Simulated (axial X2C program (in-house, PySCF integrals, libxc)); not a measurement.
**MoH: from Re and ωe to a spectrum**

A bond curve at the PBE0 level, 2c, was computed with an in-house all-electron X2C program for linear molecules (integrals from PySCF) (basis Mo dyall-cv3z [11s12p9d5f3g], H dyall-v3z [6s2p1d] (cores contracted in-house)) for the state Ω = 5/2 (⟨Sz⟩ = 2.50, ⟨Lz⟩ = 0.00 at PBE0). Its fit gives Re = 1.7169 Å, ωe = 1757.4 cm⁻¹, ωexe = 30.4 cm⁻¹ and αe = 1.538e-01 cm⁻¹; the masses are 97.9054 and 1.0078 u. Two-component means X2C with spin–orbit coupling and atomic mean-field Coulomb and Gaunt terms.

Find the reduced mass, Be and the force constant.

From the PBE0 values: μ = 0.9975 u. Be = 16.8576/(μ Re²) = 5.733 cm⁻¹. k = 5.8918×10⁻⁷ μ ωe² = 1.82 mdyn/Å.

Estimate the centrifugal constant by the Kratzer relation.

D = 4Be³/ωe² = 2.44e-04 cm⁻¹.

Where do the fundamental and the first overtone lie?

ν(1←0) = ωe − 2ωexe = 1696.6 cm⁻¹; ν(2←0) = 2ωe − 6ωexe = 3332.4 cm⁻¹.

Estimate De from a Morse curve and compare with the computed well depth of 2.360 eV to Mo + H.

De(Morse) = ωe²/(4ωexe) = 3.149 eV against 2.360 eV computed, a ratio of 1.33. The extrapolation overshoots: the well softens faster than a Morse curve, or the lowest atomic limit lies below the one to which the curve heads.

Scale the constants to the deuteride (D 2.0141 u) within the Born–Oppenheimer picture.

ρ = √(μH/μD) = 0.7110; ωe = 1249.4, ωexe = 15.4, Be = 2.898 cm⁻¹; the zero-point energy falls by 250 cm⁻¹.

The state is one determinant whose occupation by symmetry is held fixed; it was picked as the lowest of a PBE0 search that is not exhaustive. Dissociation energies refer to the lowest single-determinant-based atoms at the same level and basis. Density functionals use the spin component along the axis (collinear). With several unpaired electrons one determinant need not be a pure state. This is the top spin component of a Σ state; components of lower Ω are not single determinants and can lie lower.
